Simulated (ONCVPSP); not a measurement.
**Configuration tests for cobalt (ONCV)**

Co (Z = 27), optimised norm-conserving Vanderbilt (ONCV), made with ONCVPSP 4.0.1 (revPBE, scalar-relativistic). Core [Ne] 3s2, reference 3p6 3d7 4s2. Waves: 4s: rc 2.55 bohr, ncon 4, nbas 7, qcut 2 1/bohr, 2 projectors, debl 2.6 Ha; 3p: rc 1.30 bohr, ncon 4, nbas 8, qcut 12.9 1/bohr, 2 projectors, debl 2.4 Ha; 3d: rc 0.85 bohr, ncon 4, nbas 8, qcut 11.2 1/bohr, 2 projectors, debl 1.6 Ha. Local part: polynomial inside 0.75 bohr (lpopt 3, dvloc0 1 Ha). Core correction: Teter function, fcfact 5.75, rcfact 1.45.

In the p channel the program set the typed energies aside and used -2.412, 0.250 Ha.

Energies are relative to the spin-unpolarised reference configuration 3p6 3d7 4s2; without spin polarisation the order of configurations can differ from experiment.

```json
{"valence configuration": "3p6 3d7 4s0", "charge": "+2", "ΔE all-electron (eV)": "25.554", "error AE − PS (meV)": "-40"}
{"valence configuration": "3p6 3d6 4s0", "charge": "+3", "ΔE all-electron (eV)": "61.310", "error AE − PS (meV)": "-113"}
{"valence configuration": "3p6 3d7 4s0 4p1", "charge": "+1", "ΔE all-electron (eV)": "14.267", "error AE − PS (meV)": "-38"}
```

(1) What are ΔE and the potential's error for 3p6 3d7 4s1?

Note: ghosts flagged at negative energy: s at -68.0 eV; no localised positive-energy state flagged. A true bound ghost makes a file unfit for plane-wave use.

Results:

(1) ΔE = 8.934 eV all-electron; the error (AE − PS) is -6.1 meV.
